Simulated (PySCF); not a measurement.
C₅H₁₁O, doublet, geometry from GFN2-xTB, with bond 11-3 at 1.6 times its length; PySCF with DF-TPSS/def2-SV(P).

Here is a job for PySCF.
```python
from pyscf import gto, scf, dft

mol = gto.Mole()
mol.atom = '''
    C    -1.53112005   -0.84184807    0.53171765
    C    -0.77637477    0.36124145   -0.02232468
    C    -1.65000808    1.14143926   -0.99932140
    C     0.53321426   -0.09179564   -0.72759050
    C     1.51663570   -0.72686845    0.17303242
    O     2.22954293    0.02002537    1.07703030
    H    -2.44368600   -0.52149599    1.02987492
    H    -1.79927344   -1.52438108   -0.27214906
    H    -0.91722941   -1.37864574    1.25049756
    H    -0.50636687    1.01840318    0.81271098
    H    -3.11167202    1.67231115   -0.21720623
    H    -1.92284596    0.51432020   -1.84558538
    H    -1.12702775    2.01808176   -1.37647640
    H     0.98135509    0.79523041   -1.19217634
    H     0.27052313   -0.79380444   -1.52080104
    H     1.47127232   -1.76472265    0.44381735
    H     2.16640097    0.95056605    0.83146358
'''
mol.basis = 'def2-sv(p)'
mol.spin = 1
mol.verbose = 4
mol.build()

mf = dft.UKS(mol)
mf.xc = 'tpss'
mf.conv_tol = 1e-6
mf = mf.density_fit(auxbasis='def2-universal-jkfit')
mf.kernel()
```

**Question.** Write the output that PySCF gives for this input, abridged.

**Answer.** 
```
PySCF version 2.14.0

[INPUT] verbose = 4
[INPUT] num. atoms = 17
[INPUT] num. electrons = 49
[INPUT] charge = 0
[INPUT] spin (= nelec alpha-beta = 2S) = 1
[INPUT] symmetry False subgroup None
[INPUT] Mole.unit = angstrom
[INPUT] Symbol           X                Y                Z      unit          X                Y                Z       unit  Magmom
[...]
nuclear repulsion = 245.907670828772
number of shells = 58
number of NR pGTOs = 188
number of NR cGTOs = 106
basis = def2-sv(p)
ecp = {}

******** <class 'pyscf.df.df_jk.DFUKS'> ********
method = DFUKS
initial guess = minao
damping factor = 0
level_shift factor = 0
DIIS = <class 'pyscf.scf.diis.CDIIS'>
diis_start_cycle = 1
diis_space = 8
diis_damp = 0
SCF conv_tol = 1e-06
SCF conv_tol_grad = None
SCF max_cycles = 50
direct_scf = False
number electrons alpha = 25  beta = 24
XC library pyscf.dft.libxc version 7.1.2
    S. Lehtola, C. Steigemann, M. J. T. Oliveira, and M. A. L. Marques,  SoftwareX 7, 1–5 (2018)
XC functionals = tpss
    J. Tao, J. P. Perdew, V. N. Staroverov, and G. E. Scuseria,  Phys. Rev. Lett. 91, 146401 (2003)
    J. P. Perdew, J. Tao, V. N. Staroverov, and G. E. Scuseria,  J. Chem. Phys. 120, 6898 (2004)
    J. Tao, J. P. Perdew, V. N. Staroverov, and G. E. Scuseria,  Phys. Rev. Lett. 91, 146401 (2003)
    J. P. Perdew, J. Tao, V. N. Staroverov, and G. E. Scuseria,  J. Chem. Phys. 120, 6898 (2004)
radial grids:
    Treutler-Ahlrichs [JCP 102, 346 (1995); DOI:10.1063/1.469408] (M4) radial grids

becke partition: Becke, JCP 88, 2547 (1988); DOI:10.1063/1.454033
pruning grids: <function nwchem_prune>
grids dens level: 3
symmetrized grids: False
atomic radii adjust function: <function treutler_atomic_radii_adjust>
small_rho_cutoff = 0
Set gradient conv threshold to 0.001
tot grids = 192560
init E= -272.197087905654

cycle= 1 E= -271.928437449249  delta_E= 0.269  |g|= 0.51  |ddm|= 2.82
cycle= 2 E= -271.647267516559  delta_E= 0.281  |g|= 0.916  |ddm|= 1.56
cycle= 3 E= -272.044370888037  delta_E= -0.397  |g|= 0.126  |ddm|=  1.2
cycle= 4 E= -272.050626554829  delta_E= -0.00626  |g|= 0.0498  |ddm|= 0.18
cycle= 5 E= -272.051718364041  delta_E= -0.00109  |g|= 0.0206  |ddm|= 0.0834
cycle= 6 E= -272.051981514529  delta_E= -0.000263  |g|= 0.0101  |ddm|= 0.0366
cycle= 7 E= -272.052045187932  delta_E= -6.37e-05  |g|= 0.00197  |ddm|= 0.0127
cycle= 8 E= -272.052048548204  delta_E= -3.36e-06  |g|= 0.00107  |ddm|= 0.00443
cycle= 9 E= -272.052050027525  delta_E= -1.48e-06  |g|= 0.000533  |ddm|= 0.00235
cycle= 10 E= -272.052050682351  delta_E= -6.55e-07  |g|= 0.000277  |ddm|= 0.00148
Extra cycle  E= -272.052050951556  delta_E= -2.69e-07  |g|= 0.000263  |ddm|= 0.00104
converged SCF energy = -272.052050951556  <S^2> = 0.75443398  2S+1 = 2.0044291
```
